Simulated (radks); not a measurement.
Spherical jellium clusters: N electrons in a uniform positive sphere of charge N and radius rs N^(1/3), rs = 2.85 bohr. Calculated with a radial shooting solver with Libxc functionals: non-relativistic Kohn-Sham, PBEsol, spin-polarised, spherical densities. Levels are named by radial order and angular momentum (1s, 1p, 1d, 2s, ...), and open shells are averaged over m.

N = 30, configuration 1s2 1p6 1d10 2s2 1f(up 7, down 3). This is the lowest configuration that the search found. Occupied and some empty levels:

level    occupation  eigenvalue (eV)  <r> (bohr)
1s up             1          -8.2083       5.127
1s down           1          -8.0855       4.932
1p up             3          -6.8710       6.278
1p down           3          -6.6432       6.154
1d up             5          -5.2913       7.059
1d down           5          -5.0005       6.995
2s up             1          -4.7943       5.921
2s down           1          -4.6178       6.007
1f up             7          -3.4974       7.725
1f down           3          -3.1747       7.709
2p up             0          -2.7426       7.105
2p down           0          -2.5720       7.144
1g up             0          -1.5487       8.438
1g down           0          -1.2209       8.490
2d up             0         -0.91772       9.305
2d down           0         -0.74828       9.496

Energy (eV): total -44.8166, kinetic 98.546, external -3252.5, Hartree 1596.5, exchange-correlation -146.59, background 1659.3.
